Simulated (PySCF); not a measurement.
**Rb⁸⁺ (rubidium, charge +8) across methods**

[Ar] 3d10 4s1, 2S determinant. Computed with PySCF 2.14 in an uncontracted even-tempered set (19 s from 0.18 bohr⁻², ratio 2.5; 13 p from 0.23 bohr⁻², ratio 2.5; 10 d from 0.42 bohr⁻², ratio 2.5; 5 f from 1.7 bohr⁻², ratio 2.7; 5 g from 2.5 bohr⁻², ratio 2.7), with the non-relativistic Hamiltonian (point nucleus).

```
method  E (hartree)  mean ε 3d α (eV)  mean ε 3d β (eV)  mean ε 4s α (eV)  Σ⟨r²⟩ (bohr²)   ⟨S²⟩
  PBE0     -2921.29           -242.70           -242.32           -143.13          7.765  0.750
r2SCAN     -2921.57           -238.39           -237.96           -141.79          7.764  0.750
   PBE     -2921.18           -236.77           -236.37           -141.54          7.772  0.750
   LDA     -2917.71           -237.08           -236.71           -142.04          7.774  0.750
```

(1) Estimate the same row for UHF.

A non-relativistic calculation at this Z misses sizeable relativistic shifts.

Results:

(1) E (hartree) = -2920.13203; mean ε 3d α (eV) = -258.88; mean ε 3d β (eV) = -258.51; mean ε 4s α (eV) = -147.22; Σ⟨r²⟩ (bohr²) = 7.767; ⟨S²⟩ = 0.750.
